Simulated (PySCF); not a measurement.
## One molecule, a ladder of functionals, a line

Molecule: SMILES FB(F)[C@@H]1CS1, C₂H₃BF₂S.

Bonds (- single, = double, # triple, : aromatic): F1-B2 1.320 Å, B2-F3 1.320 Å, B2-C4 1.553 Å, C4-C5 1.481 Å, C5-S6 1.803 Å, S6-C4 1.840 Å. C4 carries H7; C5 carries H8, H9. Stereochemistry as in FB(F)[C@@H]1CS1. H8 is cis to B2 on the ring; H9 is trans to B2 on the ring.

GIAO shieldings (ppm, equivalent atoms averaged) in PySCF 2.14 on the PBE0-D3(BJ)/def2-SVP geometry, basis pcSseg-2, gas phase, non-relativistic:

| functional | exact exchange (%) | σ(F1/F3) | σ(B2) | σ(C5) | σ(C4) |
| --- | --- | --- | --- | --- | --- |
| BLYP | 0 | 255.3 | 66.4 | 147.4 | 158.3 |
| BP86 | 0 | 254.3 | 69.2 | 151.5 | 162.1 |
| PBE | 0 | 252.4 | 68.3 | 152.0 | 162.7 |
| B3LYP | 20 | 269.0 | 70.9 | 152.8 | 163.7 |
| mPW1PW91 | 25 | 271.1 | 74.0 | 157.3 | 168.2 |
| BHandHLYP | 50 | 287.7 | 77.6 | 159.9 | 171.1 |
| HF | 100 | 314.9 | 89.3 | 170.7 | 182.4 |

Problem. Fit each shielding as a line in the percentage of exact exchange.

Solution. σ(F1/F3) = 255.0 + 0.61 x (rms 1.6 ppm); σ(B2) = 67.8 + 0.21 x (rms 1.0 ppm); σ(C5) = 150.3 + 0.20 x (rms 1.7 ppm); σ(C4) = 161.0 + 0.21 x (rms 1.6 ppm). The functionals also differ in their semilocal parts, which the line can't hold; Hartree–Fock has no correlation at all.

Problem. What does the line predict for PBE0 (25 %), and what does the run give?

Solution. σ(F1/F3): 270.2 predicted, 270.2 computed; σ(B2): 73.0 predicted, 73.9 computed; σ(C5): 155.3 predicted, 158.2 computed; σ(C4): 166.2 predicted, 169.0 computed ppm.
